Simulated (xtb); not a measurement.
Mg(Cl)(SH) (ClHMgS), SMILES [SH][Mg][Cl]. All values are semi-empirical tight-binding results from xtb (GFN2-xTB unless named), good for trends rather than for accurate numbers. Geometry: GFN2-xTB. Other conformers were not sampled.

For metal compounds this method's bond lengths and energies can be far off.

Task: Estimate the properties. (The exact figures need the calculation; the answer reports its results.)

Result: 
```json
{
 "orbital_gap": "2.05 eV",
 "zero_point_energy": "5.4 kcal/mol",
 "G − E(el) at 298.15 K (modified RRHO)": "-13.3 kcal/mol"
}
```
